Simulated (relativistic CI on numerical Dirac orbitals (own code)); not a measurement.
**Ag²⁺: q coefficients and field-shift factors**

Method of calculation: Dirac-Coulomb-Breit CI, orbitals from a KLI potential per configuration, valence Slater integrals scaled by 0.85, P86 correlation energy added to each configuration, derivatives by finite differences, QED left out (own radial code, finite nucleus).

Configurations in the expansion (outside the closed core [Kr]): 4d9, 4d8 5s, 4d8 5p, 4d8 4f, 4d7 5s2, 4d8 5d, 4d7 5s 5p, 4d8 5f. Levels of other configurations are missing.

With x = (α/α₀)² − 1 an excitation energy changes as ω = ω₀ + qx; K = 2q/ω₀ is the relative enhancement. Terms are leading LS components, so labels can repeat. The field-shift factor is F = δν/δ⟨r²⟩ for the transition from the lowest level.

Lowest level 4d9 2D_5/2.

| Level | ω₀ (cm⁻¹) | q (cm⁻¹) | F (GHz/fm²) |
| --- | --- | --- | --- |
| 4d9 2D_3/2 | 4355.2 | 4204 | 0.0707 |
| 4d8 5s 4F_9/2 | 65625.2 | -14180 | 8.45 |
| 4d8 5s 4F_7/2 | 68124.6 | -12120 | 8.42 |
| 4d8 5s 4F_5/2 | 70355.6 | -9853 | 8.5 |
| 4d8 5s 4F_3/2 | 71576.6 | -9262 | 8.51 |
| 4d8 5s 2F_7/2 | 74852.6 | -11270 | 7.68 |
| 4d8 5s 2F_5/2 | 77318.6 | -12320 | 7.96 |
| 4d8 5s 4P_5/2 | 79882.7 | -10380 | 8.21 |
| 4d8 5s 4P_3/2 | 81019.7 | -11930 | 8.38 |
| 4d8 5s 4P_1/2 | 82664.8 | -10610 | 8.56 |
| 4d8 5s 4P_3/2 | 83533.2 | -9599 | 8.39 |
| 4d8 5s 2D_5/2 | 85259.7 | -7233 | 8.33 |
| 4d8 5s 2G_9/2 | 88579.1 | -10780 | 8.33 |

For a near-neutral ion this model can misplace configurations by up to about 10,000 cm⁻¹ (more where the count of f electrons changes) and terms by 10 to 25 % of their spread. Rates follow the energies as ν³ (E1, M1) or ν⁵ (E2), so they and the lifetimes can be off by large factors. The fine structure of a lone outer electron comes out too small, for d and f at times inverted, and misplaced configurations move strength between like terms.

(1) Which transition from the lowest level has the largest |K|?

## Answers

(1) 4d9 2D_3/2 at 4355.2 cm⁻¹, K = 1.93.
